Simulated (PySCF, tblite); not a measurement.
C4H9BF2O.
Numbering: `[CH3:1][CH:2]([CH3:3])[O:4][CH2:5][B:6]([F:7])[F:8]` (hydrogens: H9, H10, H11 on C1; H12 on C2; H13, H14, H15 on C3; H16, H17 on C5)

Computed with GFN2-xTB (tblite), gas phase: Langevin dynamics at 600 K from the optimised GFN2-xTB geometry, time step 0.5 fs, friction 0.01 fs⁻¹, 2000 steps. Over the second half of the run the saved frames average 691 K.

Frame at 250 fs, instantaneous temperature 598 K:
```
atom  x, y, z in Å
C1     -1.664    1.448   -0.883
C2     -0.944    0.479    0.098
C3     -1.875    0.016    1.129
O4     -0.290   -0.550   -0.556
C5      1.165   -0.402   -0.716
B6      2.023   -0.549    0.639
F7      1.563   -1.270    1.535
F8      3.328   -0.271    0.630
H9     -2.200    2.167   -0.239
H10    -2.327    0.848   -1.526
H11    -0.897    1.837   -1.615
H12    -0.079    1.177    0.541
H13    -2.615   -0.606    0.924
H14    -2.399    0.855    1.670
H15    -1.378   -0.428    1.950
H16     1.337   -1.286   -1.283
H17     1.236    0.384   -1.420
```

Frame at 425 fs, instantaneous temperature 754 K:
```
atom  x, y, z in Å
C1     -1.493    2.034   -0.064
C2     -1.004    0.739    0.419
C3     -2.115   -0.188    0.884
O4     -0.346   -0.041   -0.638
C5      1.070   -0.346   -0.720
B6      1.792   -0.700    0.616
F7      1.335   -0.882    1.858
F8      3.106   -0.655    0.733
H9     -2.250    2.564    0.525
H10    -1.936    1.912   -1.038
H11    -0.572    2.666   -0.180
H12    -0.312    1.003    1.257
H13    -2.970   -0.086    0.219
H14    -2.483    0.112    1.855
H15    -1.643   -1.217    0.851
H16     1.245   -1.163   -1.301
H17     1.519    0.466   -1.087
```

Frame at 625 fs, instantaneous temperature 707 K:
```
atom  x, y, z in Å
C1     -2.077    1.894    0.811
C2     -1.215    0.688    0.965
C3     -2.023   -0.375    1.881
O4     -0.709    0.345   -0.297
C5      0.670    0.500   -0.444
B6      1.822   -0.396    0.144
F7      1.617   -1.416    1.026
F8      3.052   -0.332   -0.418
H9     -1.679    2.917    1.042
H10    -2.959    1.796    1.340
H11    -2.401    2.046   -0.207
H12    -0.393    0.917    1.640
H13    -2.866   -0.869    1.228
H14    -2.471    0.326    2.650
H15    -1.431   -0.966    2.639
H16     0.899    0.473   -1.525
H17     0.887    1.545   -0.215
```

Frame at 800 fs, instantaneous temperature 543 K:
```
atom  x, y, z in Å
C1     -2.214    1.980    0.896
C2     -1.936    0.564    1.306
C3     -2.758   -0.485    0.661
O4     -0.663    0.110    0.862
C5      0.582    0.849    0.969
B6      1.664   -0.328    0.673
F7      1.628   -1.646    0.987
F8      2.940   -0.110    0.162
H9     -1.629    2.712    1.397
H10    -3.255    2.371    1.208
H11    -2.082    2.127   -0.153
H12    -2.025    0.338    2.463
H13    -3.450   -0.024   -0.032
H14    -3.344   -0.998    1.371
H15    -2.146   -0.984   -0.180
H16     0.529    1.497    0.071
H17     0.586    1.350    1.919
```

Frame at 1000 fs, instantaneous temperature 756 K:
```
atom  x, y, z in Å
C1     -2.024    2.722    0.924
C2     -2.148    1.120    1.148
C3     -3.398    0.625    0.577
O4     -1.052    0.503    0.613
C5      0.247    0.875    1.226
B6      1.373   -0.287    1.103
F7      1.041   -1.515    1.329
F8      2.702    0.009    1.277
H9     -1.107    3.102    1.212
H10    -2.840    3.040    1.618
H11    -2.326    2.918   -0.101
H12    -2.156    0.938    2.344
H13    -3.589    0.928   -0.463
H14    -4.270    0.749    1.198
H15    -3.487   -0.462    0.558
H16     0.586    1.842    1.028
H17     0.046    0.798    2.325
```

Question: What do single points at PBE0/pcSseg-1 (PySCF, gas phase) give on these frames?

Answer: 
```csv
t (fs),GFN2-xTB E above start (eV),DFT E above lowest frame (eV),HOMO (eV),LUMO (eV),dipole (D)
250,1.25,0.19,-7.24,-0.28,0.92
425,1.06,0.07,-7.45,0.05,1.07
625,1.42,0.27,-7.46,-0.24,2.05
800,1.51,0.52,-7.42,-0.42,3.40
1000,1.10,0.00,-7.34,-0.51,1.81
```

The two levels order the frames alike by energy but for pairs within 0.08 eV at one level; measured from each level's lowest frame they differ by 0.09 eV at most. The HOMO–LUMO gap runs from 6.83 to 7.50 eV. These are instantaneous structures, not minima.

Question: And the isotropic GIAO shieldings (ppm) from the same runs?

Answer: 
```tsv
atom	250 fs	425 fs	625 fs	800 fs	1000 fs	mean	range
C1	153.4	163.2	165.2	167.2	158.9	161.6	13.8
C2	99.8	107.1	113.2	111.7	100.0	106.4	13.4
C3	174.0	153.4	143.0	158.5	168.9	159.6	31.0
O4	290.6	280.0	310.8	271.7	256.2	281.9	54.6
C5	119.4	136.5	128.6	128.0	117.3	126.0	19.2
B6	74.4	71.0	69.3	70.0	72.6	71.5	5.1
F7	240.5	229.1	229.0	220.3	229.0	229.6	20.2
F8	243.9	228.2	246.3	213.8	241.4	234.7	32.5
H9	30.0	30.2	29.2	30.8	30.9	30.2	1.7
H10	30.0	30.8	32.1	29.2	30.3	30.5	2.9
H11	28.9	29.4	30.8	31.3	30.9	30.3	2.4
H12	27.1	27.4	28.5	26.1	26.5	27.1	2.4
H13	33.0	30.3	27.4	30.6	30.4	30.3	5.6
H14	30.4	30.4	29.6	30.1	30.4	30.2	0.8
H15	31.2	28.8	28.1	28.0	30.1	29.2	3.2
H16	28.4	29.8	27.7	27.0	28.7	28.3	2.8
```

What follows is the cost of the whole dynamics run. Hardware: an Arm Neoverse N1 with one thread, on a shared host. Cost: 18 s of wall time, 0.18 GiB resident at most.
